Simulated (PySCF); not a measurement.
water (H2O), singlet, at a GFN2-xTB geometry; WB97M-V/6-31G** run with PySCF.

PySCF was given this input:
```python
from pyscf import gto, scf, dft

mol = gto.Mole()
mol.atom = '''
    O     0.009570    0.002064    0.113389
    H    -0.055794    0.763622   -0.466128
    H    -0.020764   -0.780134   -0.440983
'''
mol.basis = '6-31g**'
mol.charge = 0
mol.spin = 0
mol.verbose = 4
mol.build()

mf = dft.RKS(mol)
mf.xc = 'wb97m_v'
mf.kernel()
```

Question: Predict the main parts of the log of this PySCF run.

Answer: 
```
PySCF version 2.14.0

[INPUT] verbose = 4
[INPUT] num. atoms = 3
[INPUT] num. electrons = 10
[INPUT] charge = 0
[INPUT] spin (= nelec alpha-beta = 2S) = 0
[INPUT] symmetry False subgroup None
[INPUT] Mole.unit = angstrom
[INPUT] Symbol           X                Y                Z      unit          X                Y                Z       unit  Magmom
[INPUT]  1 O      0.009570000000   0.002064000000   0.113389000000 AA    0.018084679012   0.003900394721   0.214274155538 Bohr   0.0
[INPUT]  2 H     -0.055794000000   0.763622000000  -0.466128000000 AA   -0.105435379394   1.443036442693  -0.880854258991 Bohr   0.0
[INPUT]  3 H     -0.020764000000  -0.780134000000  -0.440983000000 AA   -0.039238273250  -1.474239600461  -0.833337095589 Bohr   0.0

nuclear repulsion = 9.16954179656263
number of shells = 12
number of NR pGTOs = 41
number of NR cGTOs = 24
basis = 6-31g**
ecp = {}

******** <class 'pyscf.dft.rks.RKS'> ********
method = RKS
initial guess = minao
damping factor = 0
level_shift factor = 0
DIIS = <class 'pyscf.scf.diis.CDIIS'>
diis_start_cycle = 1
diis_space = 8
diis_damp = 0
SCF conv_tol = 1e-09
SCF conv_tol_grad = None
SCF max_cycles = 50
direct_scf = True
direct_scf_tol = 1e-13
XC library pyscf.dft.libxc version 7.1.2
    S. Lehtola, C. Steigemann, M. J. T. Oliveira, and M. A. L. Marques,  SoftwareX 7, 1–5 (2018)
XC functionals = wb97m_v
    N. Mardirossian and M. Head-Gordon,  J. Chem. Phys. 144, 214110 (2016)
radial grids:
    Treutler-Ahlrichs [JCP 102, 346 (1995); DOI:10.1063/1.469408] (M4) radial grids

becke partition: Becke, JCP 88, 2547 (1988); DOI:10.1063/1.454033
pruning grids: <function nwchem_prune>
grids dens level: 3
symmetrized grids: False
atomic radii adjust function: <function treutler_atomic_radii_adjust>
** Following is NLC and NLC Grids **
NLC functional = wb97m_v
radial grids:
    Treutler-Ahlrichs [JCP 102, 346 (1995); DOI:10.1063/1.469408] (M4) radial grids

becke partition: Becke, JCP 88, 2547 (1988); DOI:10.1063/1.454033
pruning grids: <function nwchem_prune>
grids dens level: 3
symmetrized grids: False
atomic radii adjust function: <function treutler_atomic_radii_adjust>
small_rho_cutoff = 0
Set gradient conv threshold to 3.16228e-05
Initial guess from minao.
tot grids = 33704
tot grids = 33704
init E= -76.2489314802361
  HOMO = -0.454932607493662  LUMO = 0.0785573650897682  gap/eV = 14.51700
cycle= 1 E= -76.3220965717125  delta_E= -0.0732  |g|= 0.585  |ddm|= 1.21
  HOMO = -0.268271244376561  LUMO = 0.176345966077676  gap/eV = 12.09865
cycle= 2 E= -76.3367658113322  delta_E= -0.0147  |g|= 0.538  |ddm|= 0.642
  HOMO = -0.401669561843008  LUMO = 0.153668609439733  gap/eV = 15.11152
cycle= 3 E= -76.386574632324  delta_E= -0.0498  |g|= 0.0213  |ddm|= 0.307
  HOMO = -0.395978356467641  LUMO = 0.159484552812897  gap/eV = 15.11492
cycle= 4 E= -76.3866749779834  delta_E= -0.0001  |g|= 0.00424  |ddm|= 0.0155
  HOMO = -0.396900130963531  LUMO = 0.159442254515016  gap/eV = 15.13885
cycle= 5 E= -76.3866808251361  delta_E= -5.85e-06  |g|= 0.000616  |ddm|= 0.00517
  HOMO = -0.397047036660596  LUMO = 0.159395831394475  gap/eV = 15.14158
cycle= 6 E= -76.3866809927433  delta_E= -1.68e-07  |g|= 8.5e-05  |ddm|= 0.00123
  HOMO = -0.39706568236651  LUMO = 0.159398570513486  gap/eV = 15.14216
cycle= 7 E= -76.3866810001989  delta_E= -7.46e-09  |g|= 1.52e-05  |ddm|= 0.000331
  HOMO = -0.397068126858537  LUMO = 0.159399922645646  gap/eV = 15.14227
cycle= 8 E= -76.3866810004212  delta_E= -2.22e-10  |g|= 1.34e-06  |ddm|= 5.87e-05
  HOMO = -0.397067616808756  LUMO = 0.159400011629418  gap/eV = 15.14226
Extra cycle  E= -76.3866810004221  delta_E= -8.24e-13  |g|= 7.1e-07  |ddm|= 2.14e-06
converged SCF energy = -76.3866810004221
```
